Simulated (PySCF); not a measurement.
C₂H₆Ga, charge +1. Atoms are numbered in the order given.

```xyz
9

Ga     0.0000     0.0000     0.0000
C      0.0000     0.0000    -1.9038
H      0.9083     0.5042    -2.2713
H     -0.8908     0.5345    -2.2713
H     -0.0175    -1.0387    -2.2713
C      0.0000     0.0000     1.9038
H      0.9083    -0.5042     2.2713
H     -0.8908    -0.5345     2.2713
H     -0.0175     1.0387     2.2713
```
Charge +1, spin multiplicity 1.

The structure is a stationary point at r2SCAN-D4/def2-SVP. A frequency run showed that this geometry is not a minimum. The multiplicity is an assumed one; other spin states were not compared. The isomer is the one that the SMILES or the coordinates give; other isomers of the formula were not compared.

Calculation: PBE0/def2-TZVPD run with PySCF.

Gas-phase values at a fixed geometry.

```json
{
 "total_energy": "-2004.09700 hartree",
 "point_group": "D3",
 "highest_occupied_level": "-14.27 eV",
 "lowest_empty_level": "-6.58 eV",
 "orbital_gap": "7.69 eV",
 "dipole_moment_about_the_centre_of_nuclear_charge": "0.00 D",
 "mean_static_polarisability": "45.8 bohr³ (6.78 Å³)",
 "polarisability_principal_values": "36.1, 36.1, 65.1 bohr³"
}
```
